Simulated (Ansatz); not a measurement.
```yaml
crystal:
  periodic: [false, false, false]
  atoms:
    - {symbol: C, position_ang: [-0.083827, 1.143770, -0.937210]}
    - {symbol: B, position_ang: [-0.251057, -0.249821, -0.248905]}
    - {symbol: Si, position_ang: [0.651547, -0.671659, 1.512005]}
    - {symbol: S, position_ang: [-1.226930, -1.569367, -0.926286]}
    - {symbol: H, position_ang: [0.978389, 1.351951, -1.109580]}
    - {symbol: H, position_ang: [-0.426257, 1.936268, -0.261631]}
    - {symbol: H, position_ang: [-0.613061, 1.251341, -1.887070]}
    - {symbol: H, position_ang: [0.368126, -2.047284, 2.004824]}
    - {symbol: H, position_ang: [0.207108, 0.296728, 2.555743]}
    - {symbol: H, position_ang: [2.129189, -0.522913, 1.373630]}
    - {symbol: H, position_ang: [-1.667829, -0.976214, -2.054819]}
basis:
  gaussian: {orbitals: ANO-RCC-VTZP}
hamiltonian: {xc: {name: PBE1PBE}}
output: {forces: true}
```

```sh
$ ansatz run in.yaml --threads 2 --pin off --events-out ev --progress --plain --max-ram 4352MiB
```

Output, abridged:

```
Error: YAML parse error: error: line 17 column 19: hamiltonian.xc: no functional is named "PBE1PBE"; the names, which are not case-sensitive, are SVWN5, SPW92, PBE, PBE0, PBEsol, revPBE, revPBE0, RPBE, rPW86-PBE, HSE06, wPBEh, LC-wPBE, HISS, HF, BLYP, B3LYP, B3LYP5, BHLYP, CAM-B3LYP, r2SCAN, r2SCANh, r2SCAN0, r2SCAN50, m-r2SCAN, B97, wB97, wB97X, wB97X-V, B97M-V, wB97M-V, B2PLYP, B2GP-PLYP, PBE0-DH, PBE-QIDH
15 | basis:
16 |   gaussian: {orbitals: ANO-RCC-VTZP}
17 | hamiltonian: {xc: {name: PBE1PBE}}
18 | output: {forces: true}
```

Problem. Something in this input is off. What?

Solution. The method's name isn't one that the program takes here. The program refused the input.

HSE06 is defined as in plane-wave codes.
